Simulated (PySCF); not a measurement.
# Two-component Hartree-Fock for Zr³⁺ (zirconium, charge +3)

Start: [Kr] 4d1; 4d3/2 filled at m_j = +3/2. Calculated with PySCF 2.14 in x2c-TZVPall-2c: generalised Hartree-Fock with the X2C-1e Hamiltonian and a Gaussian nucleus; one run each with spin-orbit coupling (SO) switched off, then screened by Boettger's factors.

| spinor shell | electrons | ε, spin-free (eV) | ε, screened SO (eV) | weight of nominal j (screened SO) | rms radius, screened SO (bohr) |
| --- | --- | --- | --- | --- | --- |
| 1s1/2 | 2 | -18125.8 | -18124.9 | 1.000 | 0.0426 |
| 2s1/2 | 2 | -2607.5 | -2607.2 | 1.000 | 0.176 |
| 2p1/2 | 2 | -2322.1 | -2381.4 | 1.000 | 0.154 |
| 3s1/2 | 2 | -481.75 | -481.65 | 1.000 | 0.488 |
| 3p1/2 | 2 | -386.09 | -395.93 | 1.000 | 0.489 |
| 3p3/2 | 4 | -386.09 | -381.37 | 1.000 | 0.499 |
| 3d3/2 | 4 | -228.86 | -230.51 | 0.999 | 0.493 |
| 3d5/2 | 6 | -228.86 | -227.65 | 1.000 | 0.497 |
| 4s1/2 | 2 | -95.046 | -95.007 | 1.000 | 1.29 |
| 4p1/2 | 2 | -67.214 | -69.224 | 0.973 | 1.42 |
| 4p3/2 | 4 | -67.214 | -66.196 | 0.986 | 1.45 |
| 4d3/2 | 1 | -33.836 | -33.922 | 0.996 | 1.98 |

**Question.** Where does 2p3/2 lie, and what is the 2p spin-orbit splitting (screened SO)?

**Answer.** At -2294.1 eV, 87.253 eV above 2p1/2.

| quantity | spin-free | screened SO |
| --- | --- | --- |
| E (hartree) | -3594.54192 | -3594.89191 |
| M_J | 3/2 | 3/2 |
| ⟨J²⟩ | 4.723 | 3.773 |
| ⟨L²⟩ | 6.009 | 6.012 |
| ⟨S²⟩ | 0.752 | 0.758 |

Each row is a mean over spinors that exchange with the open shell spreads, by up to 3.123 eV (4p1/2).

Breit and QED terms are absent; they matter most for the inner s and p1/2 levels.

Densities and radii are taken from the X2C orbitals without a picture-change correction, which distorts them close to the nucleus.

Without spin-orbit coupling the j labels of p, d and f shells carry no meaning; the spin-free column gives the mean over the occupied spinors of each nl shell, and its ⟨J²⟩ belongs to a mixture of degenerate components.
